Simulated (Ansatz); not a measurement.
A rate constant, worked out

An elementary step of BN$_{2}$H$_{4}$F, singlet (BN₂H₄F ([NH2][B]([NH2])[F]) → BNHF ([NH][B][F]) + NH₃ (still joined by a long B–N bond); B–N, N–H broken or loosened, N–H formed or tightened). The start structure is the reactant molecule, and the electronic barrier above it is 2.711 eV by CCSD(T) at an estimated basis limit (MP2 extrapolated from triple and quadruple zeta, plus CCSD(T) − MP2 in triple zeta). Computed with Ansatz 0.2.0 (basis: def2-TZVPP and def2-QZVPP); correlated methods freeze the cores. Extrapolation: Hartree–Fock as exp(−7.88 √X), correlation as X^−2.97. Harmonic wavenumbers at PBE0-D4/def2-TZVP (Ansatz 0.2.0), in cm⁻¹:

Start: 267, 318, 361, 363, 423, 550, 644, 864, 865, 922, 1401, 1440, 1630, 1633, 3657, 3661, 3760, 3760.

Saddle: 1510i, 371, 398, 464, 609, 667, 825, 902, 971, 992, 1163, 1381, 1572, 1616, 2025, 3533, 3621, 3663.

Question: Work out the transition-state-theory rate constant at 600 K from these numbers alone (harmonic vibrations; rotation, path degeneracy and anharmonicity left out), and the Wigner tunnelling factor. Use 1 cm⁻¹ = 1.2398 × 10⁻⁴ eV and k_B = 8.617 × 10⁻⁵ eV/K.

Answer: Zero-point energies, half the sums: start 26519/2 cm⁻¹ = 1.6440 eV; saddle, real modes only, 24773/2 cm⁻¹ = 1.5357 eV.
Barrier with zero-point energy: 2.711 + 1.5357 − 1.6440 = 2.6027 eV.
k_BT = 0.05170 eV, so the barrier is 50.34 k_BT.
Vibrational partition functions from the zero-point level, ln q = −Σ ln(1 − exp(−hν/k_BT)): start 3.961, saddle 2.528.
k = (k_BT/h) exp(ln q‡ − ln q) exp(−E0/k_BT), with log₁₀(k_BT/h in s⁻¹) = 13.10: log₁₀ k = 13.10 + (-1.433 − 50.34)/2.3026 = -9.38, so k ≈ 4 × 10^(-10) s⁻¹.
Wigner factor: 1 + (hν‡/k_BT)²/24 = 1 + (3.62)²/24 = 1.55. A change of 1 kcal/mol (0.043 eV) in the barrier would change k by a factor of 2.3 at this temperature.

No T1 diagnostic of these runs exceeds 0.014.

Labels in which every atom is bracketed show which atoms are joined, not bond orders.

For scale, one of the runs: CCSD(T)/def2-TZVPP, 180 basis functions, launched by `ansatz run in.yaml --threads 2 --pin off --events-out ev --progress --plain --max-ram 4352MiB`. The run took 17 s on 2 CPU threads of an Intel Xeon 6975P-C (shared host), with 2 GiB of host memory at its peak.
